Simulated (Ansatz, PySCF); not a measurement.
C₃Si, SMILES [c+]12[c+]([C]2)[si-2]1 (connectivity only; charge and spin as stated), neutral, multiplicity 1.

Geometry optimised at r2SCAN-D4/def2-TZVP.

Vertical ionisation energy (IE) and electron affinity (EA) in eV. Rows of orbital energies are one-electron estimates. Where ΔSCF, EOM or ADC give a negative EA the extra electron is unbound and the value depends on the basis.

```tsv
level	IE	EA
−ε(HOMO), −ε(LUMO), ωB97X/def2-TZVPD (PySCF)	9.25	1.77
−ε(HOMO), −ε(LUMO), PBE/def2-TZVPD (PySCF)	5.62	4.82
ADC(2)/aug-cc-pVDZ (PySCF)	8.49	2.00
ΔSCF, PBE0/def2-SVPD (Ansatz), final states of multiplicity 2 and 2	9.09	2.00
ΔSCF, PBE/def2-SVPD (Ansatz), final states of multiplicity 2 and 2	…	…
```

Task: Some entries are withheld; supply them. (The exact figures need the calculation; the answer reports its results.)

Result: 
- ΔSCF, PBE/def2-SVPD (Ansatz, a first-principles code), final states of multiplicity 2 and 2, IE: 8.96
- ΔSCF, PBE/def2-SVPD (Ansatz), final states of multiplicity 2 and 2, EA: 2.01

Task: What vertical singlet–triplet gap does ΔSCF give with PBE0/def2-SVPD (Ansatz) and with PBE/def2-SVPD (Ansatz)? (The exact figures need the calculation; the answer reports its results.)

Result: 0.91 and 0.78 eV (triplet above singlet where positive).

Task: Beyond the first one, list the lowest photoelectron lines from ADC(2)/aug-cc-pVDZ (PySCF) with their pole strengths (two spins summed). (An estimate is asked for; the answer gives what the named calculation found.)

Result: 10.37 eV (1.75), 11.25 eV (1.74), 12.86 eV (1.75), 13.37 eV (1.74), 15.35 eV (1.57).
